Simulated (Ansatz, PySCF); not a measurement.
Potential energy surface of H₄B (anion, charge -1), singlet: flattening of a tetrahedron along the D2d path, bond length relaxed. Scanned: the two opposite H-B-H angles (109.47 = tetrahedral, 180 = square planar). Other coordinates (B-H bond length) were minimised at PBE0/def2-TZVP.

- RKS-PBE/aug-cc-pVDZ = restricted PBE/aug-cc-pVDZ (Ansatz, an electronic-structure program)
- PBE0/aug-cc-pVDZ (PySCF)
- CCSD(T) on RHF/aug-cc-pVDZ, 1 core orbital frozen (PySCF)

Energies relative to the lowest point of each profile, in eV; the last columns give the difference from CCSD(T):

| a / ° | RKS-PBE/aug-cc-pVDZ | PBE0 | CCSD(T) | RKS-PBE/aug-cc-pVDZ − CCSD(T) | PBE0 − CCSD(T) |
|---|---|---|---|---|---|
| 90 | 0.443 | 0.469 | 0.493 | -0.051 | -0.024 |
| 95 | 0.242 | 0.257 | 0.270 | -0.028 | -0.013 |
| 100 | 0.103 | 0.109 | 0.114 | -0.012 | -0.005 |
| 105 | 0.023 | 0.024 | 0.025 | -0.003 | -0.001 |
| 109.47 | 0.000 | 0.000 | 0.000 | 0.000 | 0.000 |
| 115 | 0.034 | 0.036 | 0.038 | -0.004 | -0.002 |
| 120 | 0.123 | 0.130 | 0.136 | -0.013 | -0.006 |
| 130 | 0.458 | 0.486 | 0.508 | -0.050 | -0.022 |
| 140 | 0.992 | 1.055 | 1.100 | -0.108 | -0.045 |
| 150 | 1.711 | 1.823 | 1.897 | -0.186 | -0.074 |
| 160 | 2.594 | 2.769 | 2.871 | -0.277 | -0.102 |
| 170 | 3.621 | 3.870 | 3.982 | -0.361 | -0.112 |

RKS-PBE/aug-cc-pVDZ is furthest from CCSD(T) at 170 (-0.361 eV, below); its mean absolute difference over the points is 0.091 eV.

PBE0 is furthest from CCSD(T) at 170 (-0.112 eV, below); its mean absolute difference over the points is 0.034 eV.

The scan ran from 90 to 180; beyond the range shown the relaxed coordinates jump or full CI changes its symmetry label.
